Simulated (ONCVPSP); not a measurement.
**Reading a pseudo-wave (sulfur)**

Columns: radius, all-electron u(r) and pseudo u(r) of the 2s shell (level -211.39 eV) of sulfur in the configuration [He] 2s2 2p6 3s2 3p4; Wu-Cohen, scalar-relativistic, ONCV scheme, ONCVPSP 4.0.1.

```
r (bohr)  all-electron  pseudo
   0.047       -0.7000  0.2838
   0.095       -0.4214  0.5601
   0.142        0.1169  0.8051
   0.190        0.6438  1.0190
   0.237        1.0411  1.1856
   0.285        1.3101  1.3081
   0.332        1.4532  1.3802
   0.380        1.5045  1.4081
   0.427        1.4868  1.3953
   0.475        1.4216  1.3479
   0.522        1.3287  1.2755
   0.570        1.2176  1.1829
   0.617        1.1021  1.0813
   0.665        0.9840  0.9728
   0.712        0.8726  0.8671
   0.760        0.7657  0.7634
   0.807        0.6695  0.6687
   0.855        0.5805  0.5802
   0.902        0.5026  0.5024
   0.950        0.4321  0.4320
   0.997        0.3715  0.3714
   1.045        0.3174  0.3173
   1.092        0.2714  0.2714
   1.140        0.2308  0.2307
   1.187        0.1965  0.1965
   1.235        0.1664  0.1664
```

Q: How many radial nodes do the two functions have?

A: The all-electron 2s function has n − l − 1 = 1; the pseudo-wave has 0, since the states of the same l below it are removed with the core.

Q: At about which radius was the pseudo-wave matched?

A: 0.95 bohr. The columns agree to 0.0005 from 0.85 bohr on; several derivatives are matched, so the curves merge somewhat inside the radius.

Q: Is the pseudo-wave norm-conserving?

A: Yes: the ONCV scheme keeps the norm inside the radius equal to the all-electron one, which fixes the energy derivative of the logarithmic derivative at the level.
